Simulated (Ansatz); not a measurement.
`[F][GeH2][SiH2][SiH3]` + H₂O → `[OH][GeH2][SiH2][SiH3]` + H–F  (formal hydrolysis of a Ge–F bond)

Computed with Ansatz on PBE0-D4/def2-TZVP structures; ΔE is electronic, products minus reactants. CBS: MP2 limit from def2 TZ/QZ plus the TZ coupled-cluster correction, frozen cores. This one scheme is used for every species. DFT in def2-TZVPP. B3LYP here is the variant with VWN-RPA as its local correlation; programs differ in this. For Ge outer-core shells are correlated without core-valence functions, which leaves a few kJ/mol of doubt a bond. Scalar relativity is left out up to krypton. Each species was taken in one conformer, which may not be the lowest.

`[F][GeH2][SiH2][SiH3]`:

Cartesian coordinates in Å:
```
F 0.187 2.473 -0.460
Ge -0.211 1.640 1.031
Si 0.470 -0.621 0.698
Si -0.142 -1.279 -1.461
H 0.533 2.411 2.136
H -1.733 1.810 1.194
H -0.210 -1.456 1.727
H 1.940 -0.724 0.899
H 0.143 -2.725 -1.659
H -1.598 -1.043 -1.648
H 0.620 -0.486 -2.457
```

H₂O:

```xyz
3

O    -0.107    0.285   -0.243
H    -0.591   -0.517   -0.036
H     0.697    0.232    0.278
```

`[OH][GeH2][SiH2][SiH3]`:

Cartesian coordinates in Å:
```
O -0.573 2.077 1.283
Ge -1.481 1.089 0.097
Si 0.066 -0.180 -1.211
Si 1.420 -1.418 0.236
H -0.058 1.542 1.891
H -2.269 2.131 -0.710
H -2.460 0.159 0.850
H 0.900 0.744 -2.029
H -0.674 -1.094 -2.127
H 0.589 -2.415 0.964
H 2.032 -0.504 1.239
H 2.508 -2.130 -0.484
```

H–F:

Cartesian coordinates in Å:
```
F 0.003 0.453 0.079
H -0.003 -0.453 -0.079
```

```csv
level,ΔE (eV)
PBE-D4,0.37
r2SCAN-D4,0.40
B3LYP-D4,0.41
ωB97M-V,0.40
PBE,0.39
PBE0,0.38
SCS-MP2/def2-TZVPP,0.35
CCSD(T)/def2-TZVPP,0.34
```

Q: What does CCSD(T)/CBS give? (Estimate.)

A: Ansatz gave: +0.35 eV. The listed levels differ from it by 0.02, 0.05, 0.06, 0.05, 0.04, 0.03, 0.00, -0.01 eV.

Largest T1 diagnostic among the species: 0.013.

In def2-TZVPP, CCSD(T) changes the Hartree–Fock value by −0.15 eV (the triples alone add −0.02 eV) and MP2 by −0.17 eV. The D4 term adds −0.04 eV with B3LYP and −0.02 eV with PBE0; it sums over pairs of atoms, weighted by their polarisabilities, and B3LYP, whose exchange is more repulsive, gets the larger term.
